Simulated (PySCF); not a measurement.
C2H2, charge +1, doublet, at a GFN2-xTB geometry (a state made from the parent by changing its charge; the spin is typed, not shown lowest). Base run: CCSD(T)/def2-TZVPP run with PySCF.

The PySCF input:
```python
from pyscf import gto, scf, cc

mol = gto.M(
    atom='''
C    -0.005518    0.032082    0.612324
C    -0.017105    0.044938   -0.611300
H     0.052121   -0.213586   -1.666241
H     0.083618   -0.248535    1.660100
''',
    basis='def2-tzvpp',
    charge=1,
    spin=1,
    verbose=4,
    max_memory=1800,
)

mf = scf.UHF(mol)
mf.kernel()

mycc = cc.CCSD(mf, frozen=2)
mycc.kernel()
et = mycc.ccsd_t()
print('E(CCSD(T)) = %.10f' % (mycc.e_tot + et))
```

The base run was repeated with changes; each row names its change, and settings that it needs were set with it.

| change | ΔE vs base (kcal/mol) | MP2 correlation (Eh) | CC correlation without the perturbative part (Eh) | basis functions | core-seconds (rough) |
|---|---|---|---|---|---|
| base | 0.000 | -0.24556 | -0.26958 | 90 | 20 |
| method = ccsd | 7.01 | -0.24556 | -0.26958 | 90 | 10 |
| method = cisd | 17.16 | - | - | 90 | 10 |
| method = mp2 | [?] | -0.24556 | - | 90 | 3 |

**Question.** What belongs in the gaps?

**Answer.** 
- method = mp2, ΔE vs base (kcal/mol): 22.08

Open shells are given as the SCF converged; they aren't shown to be the lowest states, and a large step between rows can be another state.
